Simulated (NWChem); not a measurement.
System: MgNH$_{3}$; SMILES [NH2][MgH]

```xyz
5

Mg     0.2872    -0.6968    -0.0386
H      0.4646    -2.3848    -0.0914
N      0.0907     1.1802     0.0201
H     -0.7766     1.6956    -0.0155
H      0.8322     1.8606     0.0968
```
Atoms are numbered in this order, from 1.

The geometry was optimised at PBE0-D3(BJ)/def2-TZVP.

 Unshifted, non-relativistic core excitations; the lowest 4 roots alone, so stronger bands may lie above.

Question: List the first N K-edge excitations from B3LYP/def2-TZVP, restricted-window TDA (NWChem).

Answer: 
| state | energy (eV) | dipole oscillator strength | leading excitation (squared amplitude) |
|---|---|---|---|
| S1 | 385.8 | 0.0016 | 1s of atom 3 or its equivalents → LUMO (1.00) |
| S2 | 386.3 | 0.0010 | 1s of atom 3 or its equivalents → LUMO+1 (0.99) |
| S3 | 386.6 | 0.0091 | 1s of atom 3 or its equivalents → LUMO+2 (0.99) |
| S4 | 388.1 | 0.0158 | 1s of atom 3 or its equivalents → LUMO+3 (0.96) |
